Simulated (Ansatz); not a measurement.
The Ge1–H2 bond of GeH4 (SMILES [GeH4]) is stretched (multiplicity 1, the rest rigid).
Geometry at rest (charge 0, multiplicity 1):
| atom | x (Å) | y (Å) | z (Å) |
|---|---|---|---|
| Ge | 0.0000 | 0.0000 | 0.0000 |
| H | -0.6159 | -0.8821 | -1.0960 |
| H | 0.5733 | -0.8907 | 1.1121 |
| H | -1.0824 | 0.9183 | 0.5865 |
| H | 1.1249 | 0.8545 | -0.6025 |

Frozen-core correlation. Filled d and f shells under p-block atoms count as core.

Codes used: Ansatz (an electronic-structure program). Each number belongs to the level named beside it.

Energies above the point at 1.536 Å (the B3LYP-D3(BJ) bond length), FCI/6-31G (kcal/mol): 7.12 at 1.382 Å; 2.32 at 1.689 Å; 76.66 at 4.915 Å.

Question: Take the last value as the depth D of a Morse curve D(1 − e^(−a(R − R₀)))², fit a and R₀ to the two near points, and test it at 2.073 and 2.688 Å.

Answer: 
With D = 76.7, both near points (counted from the curve's value at 1.536 Å) are met by a = 1.51 Å⁻¹ and R₀ = 1.560 Å, so k = 2Da² = 349 kcal/(mol Å²). The curve then gives 22.2 and 51.1 kcal/mol; the level itself gives 23.1 and 55.8, so Morse is off by -1.0 and -4.6.
